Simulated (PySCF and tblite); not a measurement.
Values are calculated unless marked as measured or tabulated.
## Conformers and averaged properties: C6H9F3, numbered as in [F:1][C@H:2]1[CH2:3][CH2:4][C@H:5]([F:6])[C@H:7]([F:8])[CH2:9]1

Search: ETKDG, MMFF94s, GFN2-xTB, 60 starts; geometries at GFN2-xTB. Free energies are PBE0-D3(BJ)/pcSseg-1 single points with GFN2-xTB rigid-rotor and vibrational terms (modes under about 100 cm⁻¹ blended into free rotors). Symmetry numbers and mirror images are counted. Conformers within 2.5 kcal/mol (GFN2-xTB free energy) were kept, 3 at most. GIAO shieldings: PBE0/pcSseg-1. Shifts are against TMS (¹H), TMS (¹³C), CFCl3 (¹⁹F) at the same level; of two unlike H on one atom, a is the less shielded. Codes: tblite and PySCF.

The 6-ring runs over atoms 2–3–4–5–7–9.

| conformer | shape | symmetry | E(GFN2) kcal/mol | E(DFT) kcal/mol | G(298.15 K) kcal/mol | weight % | dipole D |
| --- | --- | --- | --- | --- | --- | --- | --- |
| 1 | 6-ring chair (F1, F6 axial) | C1 | 0.00 | 0.00 | 0.00 | 94.1 | 1.96 |
| 2 | 6-ring chair (F8 axial) | C1 | 0.56 | 1.66 | 1.64 | 5.9 | 1.52 |

Weights (%) against temperature:

```tsv
T (K)	1	2	S(mix) cal/mol/K
250	96.4	3.6	0.31
298.15	94.1	5.9	0.45
350	91.3	8.7	0.59
```

Averaged shifts at 298.15 K. ¹H: 5.22 (H5, 1H), 5.18 (H2, 1H), 4.97 (H7, 1H), 2.39 (H9a, 1H), 2.24 (H9b, 1H), 2.06 (H4a, 1H), 1.85 (H3a, 1H), 1.83 (H4b, 1H), 1.82 (H3b, 1H) ppm. ¹³C: 92.6 (C5), 92.0 (C7), 91.9 (C2), 35.8 (C9), 28.4 (C3), 28.2 (C4) ppm. ¹⁹F: -219.8 (F1), -220.6 (F8), -238.0 (F6) ppm.

Coordinates of conformer 1 (Å):

```xyz
18

F    -0.400   -1.857    1.156
C    -0.403   -1.407   -0.156
C    -1.429   -0.286   -0.293
C    -1.023    0.941    0.525
C     0.372    1.407    0.120
F     0.354    1.771   -1.213
C     1.375    0.271    0.329
F     2.646    0.697    0.012
C     1.004   -0.941   -0.518
H    -0.689   -2.275   -0.762
H    -2.402   -0.646    0.043
H    -1.502   -0.017   -1.348
H    -1.737    1.747    0.355
H    -1.017    0.697    1.587
H     0.686    2.301    0.671
H     1.399    0.009    1.395
H     1.724   -1.741   -0.343
H     1.034   -0.664   -1.573
```

Coordinates of conformer 2 (Å):

```xyz
18

F    -1.016    2.369    0.921
C    -0.481    1.364    0.140
C     0.874    0.954    0.710
C     1.458   -0.200   -0.099
C     0.485   -1.372   -0.085
F     1.006   -2.436   -0.787
C    -0.863   -0.962   -0.686
F    -0.678   -0.548   -1.990
C    -1.460    0.190    0.114
H    -0.369    1.788   -0.866
H     0.739    0.655    1.753
H     1.548    1.810    0.690
H     1.619    0.104   -1.135
H     2.414   -0.516    0.318
H     0.319   -1.740    0.937
H    -1.541   -1.822   -0.738
H    -1.663   -0.139    1.134
H    -2.399    0.508   -0.341
```

Unscaled ¹⁹F shifts at such levels can be off by tens of ppm; differences between conformers or isomers are more reliable. Shifts are unscaled: against experiment ¹³C can be off by 15 ppm or more and ¹H by 0.8 ppm.

Search and properties took 90 s on 1 thread of Intel Xeon Platinum 8259CL @ 2.50GHz, on a host shared with other jobs (rough), launched as `OMP_NUM_THREADS=1 python ens_run.py task.json out`.


Conformer gaps in pcSseg-1 on xTB geometries can be 2 kcal/mol off for S=O, P=O and other polar bonds.